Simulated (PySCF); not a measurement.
C₅H₆ClF₃O₂.
Z-matrix (Å and degrees, PBE0-D3(BJ)/def2-SVP geometry), rows numbered from 1:
```
F 
C   1  1.3370
F   2  1.3273  1  107.76
F   2  1.3371  1  107.61  3  -116.45
C   2  1.5183  1  111.78  3   123.32
C   5  1.5373  2  112.89  1    57.44
O   6  1.4027  5  102.72  2  -139.71
C   7  1.3901  6  106.90  5    31.76
C   8  1.5224  7  113.98  6    87.03
Cl  9  1.7767  8  111.07  7    64.43
O   5  1.4002  2  110.53  1   -59.23
H   5  1.1037  2  106.81  1  -178.74
H   6  1.1049  5  111.28  2   -19.78
H   6  1.0973  5  113.27  2   102.84
H   8  1.1021  7  108.22  6  -150.11
H   9  1.0981  8  109.06  7  -176.06
H   9  1.0974  8  110.93  7   -56.70
```

Method: PBE0-D3(BJ)/def2-SVP geometry optimisation, gas phase (PySCF).

Masses are those of the commonest isotopes; rigid-rotor values at the optimised geometry. The values belong to one conformer with, in the numbering `[F:1][C:2]([F:3])([F:4])[C@@H:5]1[CH2:6][O:7][C@H:8]([CH2:9][Cl:10])[O:11]1`, O7–C8–C9–Cl10 64°, C2–C5–C6–O7 -140°, C5–C6–O7–C8 32°, C6–O7–C8–C9 87°, O7–C8–O11–C5 19°.

Q: Give the principal moments of inertia and the rotational constants in MHz.

A: Ia = 250.11, Ib = 975.94, Ic = 1026.85 u·Å²; 505379 MHz·u·Å²/I gives A = 2021, B = 517.8, C = 492.2 MHz.

Q: What kind of rotor is it?

A: A near-prolate asymmetric top; Ray's κ = -0.966.

Q: Is it planar, by Δ = Ic − Ia − Ib?

A: Not planar: Δ = Ic − Ia − Ib = -199.21 u·Å². For a rigid frame Δ = −2 Σ m c², so Σ m c² = 99.60 u·Å² lies off the ab plane: 8.71 from hydrogen and 90.89 from heavier atoms. The atom farthest from that plane is 1.62 Å away.

Q: Which types of transition are allowed, and where do some lines up to J = 3 fall?

A: The dipole components are |μa| = 1.11 D, |μb| = 0.93 D, |μc| = 0.00 D. Intensities carry the squares of the components, which stand as 1.00 : 0.71 : 0.00 (a : b : c). Some lines, for components of 0.1 D or more:

```
type  branch         J(Ka,Kc)    MHz  lower level (cm⁻¹)
   b       Q  1(1,0) ← 1(0,1)   1528               0.034
   b       R  3(0,3) ← 2(1,2)   1551               0.150
   b       Q  2(1,1) ← 2(0,2)   1554               0.101
   b       Q  3(1,2) ← 3(0,3)   1594               0.202
   a       R  2(1,2) ← 1(1,1)   1994               0.084
   a       R  2(0,2) ← 1(0,1)   2020               0.034
   a       R  2(1,1) ← 1(1,0)   2046               0.085
   b       R  1(1,1) ← 0(0,0)   2513               0.000
   a       R  3(0,3) ← 2(0,2)   3029               0.101
   a       R  3(1,2) ← 2(1,1)   3068               0.153
   b       Q  2(2,0) ← 2(1,1)   4509               0.153
   b       Q  2(2,1) ← 2(1,2)   4585               0.150
   b       Q  3(2,2) ← 3(1,3)   4624               0.250
   b       R  2(2,1) ← 1(1,0)   6554               0.085
   b       R  2(2,0) ← 1(1,1)   6580               0.084
   b       R  3(2,2) ← 2(1,1)   7538               0.153
   b       Q  3(3,0) ← 3(2,1)   7576               0.404
   b       Q  3(3,1) ← 3(2,2)   7578               0.404
   b       R  3(2,1) ← 2(1,2)   7617               0.150
   b       R  3(3,1) ← 2(2,0)  10608               0.303
```

Q: Estimate the classical rotational partition function at 25 K, 100 K and 200 K.

A: Point group C1, symmetry number σ = 1; q = (√π/σ)·√((kT/h)³/(ABC)), k/h = 20836.6 MHz/K: 29400 at 25 K, 235000 at 100 K, 664000 at 200 K.

No PBE0-D3(BJ)/def2-SVP frequencies stand behind this structure, so it isn't proved a minimum. Constants of a rigid frame at the computed geometry: no zero-point averaging, no centrifugal distortion. Quadrupole hyperfine structure (35Cl) is left out.

Time: 3.3 min of wall time; peak memory 0.87 GiB. Hardware: one thread, Arm Neoverse N1 (aarch64), shared host with 64 logical CPUs at a one-minute load of 50. This is the geometry optimisation.
